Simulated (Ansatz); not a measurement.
Born–Oppenheimer molecular dynamics of BF2H4N (8 atoms, charge 0, multiplicity 1). It starts at the highest image of a converged band, a first-order saddle point between two minima.

Theory: RKS r2SCAN-D4/def2-SVP in Ansatz.

```json
{
 "ensemble": "NVE (velocity Verlet)",
 "time step": "0.5 fs",
 "steps asked": "200",
 "starting velocities drawn for": "300 K",
 "seed": "11271"
}
```

Frames 0.5 fs apart, positions in Å.

Velocities at 50.0 fs (Å/ps):

```
B -3.79 17.53 2.49
N -0.34 -6.81 1.29
H 47.88 -30.40 27.33
H -14.82 -40.06 37.27
H 1.34 24.43 36.22
F -1.05 1.07 2.85
F 1.70 -2.43 -9.79
H -1.21 -21.56 -14.63
```

```xyz
8
Properties=species:S:1:pos:R:3 time_fs=50.0 energy_less_start_eV=-0.609 T=1086
B -0.018 0.492 0.180
N -0.023 -0.148 2.115
H -0.201 -1.185 2.091
H 0.989 -0.016 2.441
H 1.029 -0.154 0.027
F -1.157 -0.273 -0.305
F -0.200 1.887 0.059
H -0.606 0.353 2.804
8
Properties=species:S:1:pos:R:3 time_fs=50.5 energy_less_start_eV=-0.607 T=1083
B -0.020 0.501 0.181
N -0.023 -0.151 2.116
H -0.177 -1.199 2.105
H 0.979 -0.036 2.459
H 1.029 -0.141 0.045
F -1.158 -0.272 -0.303
F -0.199 1.886 0.054
H -0.607 0.341 2.796
8
Properties=species:S:1:pos:R:3 time_fs=51.0 energy_less_start_eV=-0.603 T=1077
B -0.023 0.509 0.182
N -0.023 -0.154 2.116
H -0.154 -1.209 2.119
H 0.966 -0.057 2.475
H 1.029 -0.124 0.062
F -1.158 -0.272 -0.302
F -0.198 1.884 0.049
H -0.608 0.329 2.788
8
Properties=species:S:1:pos:R:3 time_fs=51.5 energy_less_start_eV=-0.595 T=1068
B -0.026 0.517 0.183
N -0.022 -0.158 2.117
H -0.132 -1.214 2.132
H 0.950 -0.077 2.490
H 1.029 -0.106 0.078
F -1.158 -0.271 -0.300
F -0.197 1.882 0.044
H -0.611 0.316 2.782
8
Properties=species:S:1:pos:R:3 time_fs=52.0 energy_less_start_eV=-0.582 T=1050
B -0.029 0.525 0.184
N -0.022 -0.162 2.117
H -0.111 -1.216 2.146
H 0.932 -0.096 2.505
H 1.029 -0.086 0.092
F -1.157 -0.269 -0.298
F -0.196 1.880 0.040
H -0.615 0.303 2.776
8
Properties=species:S:1:pos:R:3 time_fs=52.5 energy_less_start_eV=-0.562 T=1024
B -0.033 0.532 0.184
N -0.021 -0.166 2.118
H -0.092 -1.214 2.159
H 0.914 -0.114 2.518
H 1.029 -0.063 0.106
F -1.157 -0.268 -0.296
F -0.195 1.878 0.035
H -0.621 0.289 2.773
8
Properties=species:S:1:pos:R:3 time_fs=53.0 energy_less_start_eV=-0.536 T=991
B -0.037 0.538 0.185
N -0.019 -0.170 2.118
H -0.075 -1.210 2.171
H 0.897 -0.130 2.532
H 1.030 -0.039 0.118
F -1.156 -0.266 -0.294
F -0.194 1.875 0.031
H -0.629 0.276 2.771
8
Properties=species:S:1:pos:R:3 time_fs=53.5 energy_less_start_eV=-0.506 T=953
B -0.042 0.544 0.185
N -0.018 -0.174 2.118
H -0.061 -1.204 2.182
H 0.882 -0.144 2.546
H 1.030 -0.013 0.128
F -1.155 -0.264 -0.292
F -0.193 1.872 0.026
H -0.640 0.263 2.772
8
Properties=species:S:1:pos:R:3 time_fs=54.0 energy_less_start_eV=-0.478 T=917
B -0.047 0.550 0.185
N -0.017 -0.178 2.118
H -0.050 -1.196 2.192
H 0.870 -0.154 2.560
H 1.031 0.014 0.137
F -1.153 -0.262 -0.289
F -0.192 1.870 0.022
H -0.652 0.250 2.774
8
Properties=species:S:1:pos:R:3 time_fs=54.5 energy_less_start_eV=-0.456 T=889
B -0.052 0.555 0.185
N -0.015 -0.183 2.118
H -0.042 -1.190 2.200
H 0.863 -0.162 2.576
H 1.033 0.042 0.144
F -1.152 -0.259 -0.287
F -0.191 1.867 0.018
H -0.666 0.237 2.777
8
Properties=species:S:1:pos:R:3 time_fs=55.0 energy_less_start_eV=-0.445 T=875
B -0.058 0.559 0.184
N -0.014 -0.187 2.118
H -0.038 -1.185 2.206
H 0.860 -0.165 2.593
H 1.036 0.071 0.149
F -1.150 -0.257 -0.284
F -0.190 1.864 0.014
H -0.681 0.223 2.781
8
Properties=species:S:1:pos:R:3 time_fs=55.5 energy_less_start_eV=-0.445 T=875
B -0.064 0.563 0.184
N -0.013 -0.191 2.117
H -0.037 -1.184 2.211
H 0.861 -0.166 2.611
H 1.039 0.099 0.153
F -1.148 -0.254 -0.281
F -0.188 1.861 0.010
H -0.696 0.208 2.785
```

Of the whole run (100 fs, mean temperature of the second half 834 K): The conserved energy stayed within 0.24 meV per atom of its start (net change 0.015 meV per atom), so the integration is sound. The kinetic energy rose, since the run started high on the potential surface and went downhill. It ends in pieces (BF2H + H3N), so much of that is their flight and rotation, not heat. A run of 0.1 ps of so small a system gives no equilibrium averages. The orbitals stay closed-shell, which can raise the energy where a bond breaks towards radicals; this wasn't checked here.

Run time: 3.6 min on 2 threads of Intel(R) Xeon(R) Platinum 8488C (Sapphire Rapids), on a shared host, peak memory 0.17 GiB.
